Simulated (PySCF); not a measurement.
Orbital energies and ionisation energy

Species: C5H7F3O.
Geometry (PBE0-D3(BJ)/def2-SVP, Å), atoms numbered from 1 in this order:
```xyz
16
C5H7F3O angstrom
C     -2.3762    0.0865    0.4614
C     -1.0390    0.4544   -0.1178
C     -0.2725   -0.4692   -1.0022
F      0.4025    0.0619   -2.0516
C      0.2390   -0.1551    0.3765
O      1.3170    0.7138    0.4889
C      2.5131    0.1714    0.1303
F      2.8948   -0.7619    1.0303
F      3.4098    1.1523    0.1544
H     -3.1889    0.3156   -0.2443
H     -2.4304   -0.9879    0.6950
H     -2.5668    0.6388    1.3940
H     -0.8962    1.5043   -0.3981
H     -0.6575   -1.4723   -1.2175
H      0.1998   -0.9423    1.1396
H      2.4900   -0.3000   -0.8677
```

Level: B3LYP/def2-SVPD (PySCF). Frontier orbitals with their largest atomic shares (Löwdin; up to four atoms above 4 %):

```tsv
orbital	ε (eV)	main atoms
HOMO−3	-10.48	F8 21 %, O6 14 %, F9 14 %, C7 10 %
HOMO−2	-9.74	O6 47 %, F8 7 %, C5 7 %, F4 6 %
HOMO−1	-8.43	C2 24 %, C5 22 %, O6 12 %, C3 10 %
HOMO	-7.99	?
LUMO	0.28	C3 16 %, H14 15 %, C1 12 %, H15 10 %
LUMO+1	0.43	C1 21 %, H12 10 %, H10 9 %, F4 8 %
LUMO+2	0.96	F4 13 %, H13 12 %, O6 10 %, H15 10 %
```

Q: What vertical ionisation energy does ΔSCF give, and how far is −ε(HOMO) from it?

A: ΔSCF: 10.24 eV (988 kJ/mol; threshold wavelength 121 nm); ⟨S²⟩ of the doublet left behind is 0.753, against 0.75 for a pure doublet. −ε(HOMO) is 7.99 eV, 2.25 eV below it. For the exact functional −ε(HOMO) would equal the first vertical ionisation energy; B3LYP (global hybrid, 20 % exact exchange) falls short of its own ΔSCF value by 22 %.

Q: On which atoms does the HOMO lie?

A: C3 (sp3 C–F carbon) 23 %, O6 (ether oxygen) 21 %, C5 (sp3 carbon bound to oxygen) 15 %, F4 (alkyl fluorine) 15 %, so no atom holds as much as 40 %. The HOMO−1 lies 0.44 eV lower.

Q: What kinetic energy would electrons from this vertical process carry with 118.2 nm light (10.49 eV)?

A: 10.49 − 10.24 = 0.25 eV.

Q: With α = 66.2 au, estimate the like-pair dispersion coefficient by London's formula C6 = (3/4)α²I.

A: I = 0.3762 Eh, so C6 ≈ 1240 au, a rough estimate.

Geometry: PBE0-D3(BJ)/def2-SVP, one conformer, isolated molecule.

These values come from a run that also computed excited states and ΔSCF ions. Hardware: Arm Neoverse V1, one thread, no GPU, shared host with 64 logical CPUs at a one-minute load of 63. Cost: 3.9 min of wall time, 1.1 GiB resident at most.
